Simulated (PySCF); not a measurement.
C4H3BF2O.
Structure used (PBE0-D3(BJ)/def2-SVP), in Å, numbered top down from 1:
```
atom  x, y, z in Å
F1     2.7891   -0.6114    0.8774
B2     2.0873    0.2619    0.1750
F3     2.7353    1.2655   -0.3817
C4     0.5700    0.0969    0.0260
C5    -0.3073   -0.8519    0.4994
C6    -1.6005   -0.4821    0.0451
C7    -1.4169    0.6661   -0.6775
O8    -0.1309    1.0182   -0.6960
H9    -0.0387   -1.7137    1.1076
H10   -2.5440   -0.9924    0.2246
H11   -2.1035    1.3159   -1.2161
```

Computed with PBE0-D3(BJ)/def2-SVP geometry optimisation, gas phase (PySCF).

Masses are those of the commonest isotopes; rigid-rotor values at the optimised geometry. 

Question: What are A, B and C (MHz)?

Answer: Ia = 102.63, Ib = 349.14, Ic = 451.77 u·Å²; 505379 MHz·u·Å²/I gives A = 4924, B = 1447, C = 1119 MHz.

Question: Classify the top.

Answer: An asymmetric top. Ray's parameter κ = (2B − A − C)/(A − C) = -0.827; −1 is the prolate and +1 the oblate limit.

Question: Is it planar, by Δ = Ic − Ia − Ib?

Answer: Planar: Δ = Ic − Ia − Ib = 0.00 u·Å². For a rigid frame Δ = −2 Σ m c², so it vanishes when all atoms lie in the ab plane; here none is more than 0.01 Å from it.

Question: Which lines would a microwave search look for?

Answer: The dipole components are |μa| = 2.65 D, |μb| = 0.66 D, |μc| = 0.00 D; the mirror of this Cs structure is the ab plane, so μc vanishes by symmetry and there are no c-type lines. The squared components, which scale the intensities, stand as 1.00 : 0.06 (a : b). Some lines, for components of 0.1 D or more:

```
type  branch         J(Ka,Kc)    MHz  lower level (cm⁻¹)
   a       Q  3(1,2) ← 3(1,3)   1972               0.602
   a       R  1(0,1) ← 0(0,0)   2566               0.000
   a       Q  4(1,3) ← 4(1,4)   3282               0.921
   b       Q  2(1,1) ← 2(0,2)   4157               0.256
   b       Q  3(1,2) ← 3(0,3)   4724               0.510
   a       R  2(1,1) ← 1(1,0)   5461               0.213
   b       R  1(1,1) ← 0(0,0)   6043               0.000
   a       R  3(1,3) ← 2(1,2)   7192               0.362
   a       R  3(0,3) ← 2(0,2)   7610               0.256
   a       R  3(2,2) ← 2(2,1)   7698               0.743
   a       R  3(1,2) ← 2(1,1)   8177               0.395
   a       R  4(1,4) ← 3(1,3)   9565               0.602
   a       R  4(2,3) ← 3(2,2)  10247               0.999
   b       Q  2(2,0) ← 2(1,1)  10453               0.395
   a       R  4(1,3) ← 3(1,2)  10875               0.667
   b       Q  4(2,3) ← 4(1,4)  12606               0.921
   b       R  2(2,0) ← 1(1,1)  16243               0.202
   b       Q  3(3,0) ← 3(2,1)  18111               1.003
   b       Q  3(3,1) ← 3(2,2)  18220               0.999
   b       R  4(2,3) ← 3(1,2)  20200               0.667
   b       Q  4(4,0) ← 4(3,1)  25445               1.951
   b       Q  4(4,1) ← 4(3,2)  25452               1.951
   b       R  3(3,0) ← 2(2,1)  25920               0.743
   b       R  4(4,0) ← 3(3,1)  35758               1.607
```

Question: Estimate the classical rotational partition function at 25 K, 50 K and 500 K.

Answer: Point group Cs, symmetry number σ = 1; q = (√π/σ)·√((kT/h)³/(ABC)), k/h = 20836.6 MHz/K: 7460 at 25 K, 21100 at 50 K, 667000 at 500 K.

Not checked by PBE0-D3(BJ)/def2-SVP frequencies. These are rigid-rotor constants of the computed structure; measured ground-state constants (B0) also hold zero-point vibration. Quadrupole hyperfine structure (11B) is left out.
